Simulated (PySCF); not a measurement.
**Electron correlation in Ge (germanium, neutral)**

[Ar] 3d10 4s1 4p3, high-spin 5S determinant (an excited configuration). Computed with PySCF 2.14 in ANO-RCC-VTZP (6s5p3d1f, 43 functions), with scalar relativity by spin-free X2C-1e. Frozen: [Ne]; 22 electrons correlated.

MP2 pair energies summed by pair of shells (mhartree):

| pair | energy | share (%) |
| --- | --- | --- |
| 3d-3d | -343.08 | 56.6 |
| 3p-3d | -123.36 | 20.4 |
| 3s-3d | -33.76 | 5.6 |
| 3p-3p | -30.60 | 5.0 |
| 3d-4p | -29.50 | 4.9 |
| 4p-4p | -12.60 | 2.1 |
| 3d-4s | -12.53 | 2.1 |
| 3s-3p | -10.43 | 1.7 |
| 4s-4p | -2.79 | 0.5 |
| 3p-4p | -2.61 | 0.4 |
| 3s-3s | -2.14 | 0.4 |
| 3p-4s | -2.07 | 0.3 |
| 3s-4p | -0.50 | 0.1 |
| 3s-4s | -0.16 | 0.0 |

Total MP2 correlation energy: -606.14 mhartree.

Same-spin part -233.06 and opposite-spin part -373.08 mhartree; SCS-MP2 scales them by 1/3 and 6/5 to -525.38 mhartree.
